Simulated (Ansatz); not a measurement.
`B/C=C/CO` and `B/C=C/[SiH3]` differ in one atom or group.

Ansatz, PBE0-D4/def2-TZVP geometries, multiplicity 1. Each molecule was computed in one conformer, which needn't be the lowest.

| property | `B/C=C/CO` |
| --- | --- |
| HOMO energy (PBE/def2-TZVPP) / eV | -6.65 |
| size of the dipole moment (B3LYP/def2-TZVPP) / D | 1.08 |
| size of the dipole moment (PBE/def2-TZVPP) / D | 1.22 |
| LUMO energy (ωB97M-V/def2-TZVPP) / eV | -0.12 |
| LUMO energy (PBE/def2-TZVPP) / eV | -3.07 |
| HOMO–LUMO gap (ωB97M-V/def2-TZVPP) / eV | 10.26 |

(1) What does the change do to each property? (An estimate is asked.)

Results:

(1) Ansatz gave: 
```tsv
property	`B/C=C/[SiH3]`	shift
HOMO energy (PBE/def2-TZVPP) / eV	-7.37	-0.72
size of the dipole moment (B3LYP/def2-TZVPP) / D	0.84	-0.24
size of the dipole moment (PBE/def2-TZVPP) / D	0.95	-0.27
LUMO energy (ωB97M-V/def2-TZVPP) / eV	-0.39	-0.27
LUMO energy (PBE/def2-TZVPP) / eV	-3.36	-0.29
HOMO–LUMO gap (ωB97M-V/def2-TZVPP) / eV	10.25	-0.01
```

With PBE0 the HOMO falls by 0.36 eV and the LUMO falls by 0.29 eV, so the gap widens by about 0.07 eV. PBE moves the HOMO by -0.72 eV and ωB97M-V by -0.26 eV. The zero-point energy changes by -49.0 kJ/mol with -3 modes. Dipoles are sizes alone; their direction can turn.

B3LYP here is the variant with VWN-RPA as its local correlation; programs differ in this.
